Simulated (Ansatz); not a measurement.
BFGeH3N (`F[B]1[NH][GeH2]1`) at its PBE0-D4/def2-TZVP geometry, where that method's forces vanish. The species carries charge 0 and has multiplicity 1.

```tsv
atom	x (Å)	y (Å)	z (Å)
F1	1.942	0.402	1.462
B2	0.907	0.161	0.686
N3	0.178	-0.897	0.239
Ge4	-0.591	0.686	-0.536
H5	0.133	-1.901	0.317
H6	-0.516	0.662	-2.074
H7	-2.052	0.885	-0.095
```

Problem. For each bond, give half the difference of the two atoms' forces along it (eV/Å; positive pushes the atoms apart) under PBE-D4, r2SCAN-D4, B3LYP-D4, ωB97M-V in def2-TZVPP. (An estimate is asked.)

Solution. The calculation gave: 
```tsv
bond	length (Å)	PBE-D4	r2SCAN-D4	B3LYP-D4	ωB97M-V
F1–B2	1.317	0.35	0.08	0.15	0.22
B2–N3	1.360	0.15	0.05	-0.05	-0.02
B2–Ge4	2.003	0.03	0.03	0.13	-0.01
N3–Ge4	1.923	0.30	0.11	0.27	0.11
N3–H5	1.008	0.05	-0.02	-0.07	-0.10
Ge4–H6	1.539	0.04	-0.05	-0.06	-0.11
Ge4–H7	1.539	0.04	-0.05	-0.06	-0.11
```

B3LYP here is the variant with VWN-RPA as its local correlation; programs differ in this.

Program: Ansatz 0.2.0.
